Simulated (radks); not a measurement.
Charge is removed step by step from the 2s down level of Cl, starting from [He] 2s(up 1, down 1) 2p6 3s2 3p5. Calculated with a radial shooting solver on a logarithmic mesh with Libxc functionals: non-relativistic Kohn-Sham, PBE, spin-polarised, spherical densities, point nucleus; open shells are filled with parallel spins first.

[
 {"removed (e)": "0", "E - E(0) (eV)": "0.000", "eigenvalue (eV)": "-250.87", "E minus straight line (eV)": "0.000"},
 {"removed (e)": "0.125", "E - E(0) (eV)": "31.593", "eigenvalue (eV)": "-254.64", "E minus straight line (eV)": "-1.697"},
 {"removed (e)": "0.25", "E - E(0) (eV)": "63.661", "eigenvalue (eV)": "-258.46", "E minus straight line (eV)": "-2.920"},
 {"removed (e)": "0.375", "E - E(0) (eV)": "96.209", "eigenvalue (eV)": "-262.32", "E minus straight line (eV)": "-3.662"},
 {"removed (e)": "0.5", "E - E(0) (eV)": "129.24", "eigenvalue (eV)": "-266.22", "E minus straight line (eV)": "-3.919"},
 {"removed (e)": "0.625", "E - E(0) (eV)": "162.77", "eigenvalue (eV)": "-270.16", "E minus straight line (eV)": "-3.686"},
 {"removed (e)": "0.75", "E - E(0) (eV)": "196.79", "eigenvalue (eV)": "-274.14", "E minus straight line (eV)": "-2.957"},
 {"removed (e)": "0.875", "E - E(0) (eV)": "231.30", "eigenvalue (eV)": "-278.15", "E minus straight line (eV)": "-1.730"},
 {"removed (e)": "1", "E - E(0) (eV)": "266.32", "eigenvalue (eV)": "-282.19", "E minus straight line (eV)": "0.000"}
]

Removing the whole electron costs 266.32 eV by Delta-SCF, against 250.87 eV from minus the eigenvalue at the starting occupation. Slater's transition state (half an electron removed) gives 266.22 eV. Integrating minus the eigenvalue over the occupation (Janak's theorem) gives 266.32 eV. The mean slope of the eigenvalue, de/dn, is 31.3 eV per electron.
